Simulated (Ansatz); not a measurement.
Vertical singlet–triplet gap (eV) of eight silicon and germanium compounds: PBE beside PBE0, computed with Ansatz (a program for electronic structure) for isolated molecules in the bases named; differences from unrounded values. The eight are the first of their class met in an unordered collection, after screening for sound electronic states; none was chosen by its value. Functionals give these values as differences of separate SCF runs (ΔSCF), EOM-CCSD as a root; each molecule has one DFT geometry for both levels.

```json
[
 {"molecule": "C4H5NSi, SMILES C(#C)[C@H](C#N)[SiH3]", "basis": "def2-SVPD", "PBE0": "5.44", "PBE": "5.41", "difference": "-0.03"},
 {"molecule": "Si(OH)3(PH2) (H₅O₃PSi), SMILES O[Si](O)(O)P", "basis": "def2-SVPD", "PBE0": "5.75", "PBE": "5.66", "difference": "-0.08"},
 {"molecule": "C4H3FSi, SMILES C#C[SiH](F)C#C", "basis": "def2-SVPD", "PBE0": "4.88", "PBE": "…", "difference": "…"},
 {"molecule": "C3H7NSi2, SMILES [SiH3]C1=C[SiH2]N=C1", "basis": "def2-SVPD", "PBE0": "3.05", "PBE": "2.96", "difference": "-0.09"},
 {"molecule": "F3GeHSe, SMILES [F][Ge]([F])([F])[SeH]", "basis": "def2-SVPD", "PBE0": "4.49", "PBE": "4.35", "difference": "-0.14"},
 {"molecule": "B(OH)(SiH3)2 (BH7OSi2), SMILES OB([SiH3])[SiH3]", "basis": "def2-SVPD", "PBE0": "3.40", "PBE": "…", "difference": "…"},
 {"molecule": "CH₁₁NSi₄, SMILES [SiH2]1[SiH]([SiH2]C1)[SiH2]N", "basis": "def2-SVPD", "PBE0": "4.81", "PBE": "4.50", "difference": "-0.31"},
 {"molecule": "GeH6P2, SMILES [PH2][GeH2][PH2]", "basis": "def2-SVPD", "PBE0": "4.49", "PBE": "…", "difference": "…"}
]
```

Complete the blanks. (The exact figures need the calculation; the answer reports its results.)


- B(OH)(SiH3)2 (BH7OSi2), SMILES OB([SiH3])[SiH3], PBE: 3.25
- B(OH)(SiH3)2 (BH7OSi2), SMILES OB([SiH3])[SiH3], difference: -0.14
- C4H3FSi, SMILES C#C[SiH](F)C#C, PBE: 4.84
- C4H3FSi, SMILES C#C[SiH](F)C#C, difference: -0.04
- GeH6P2, SMILES [PH2][GeH2][PH2], PBE: 4.21
- GeH6P2, SMILES [PH2][GeH2][PH2], difference: -0.28

PBE lies below PBE0 in 8 and above it in 0 of the eight; the mean signed difference is -0.14 and the largest -0.31 eV.
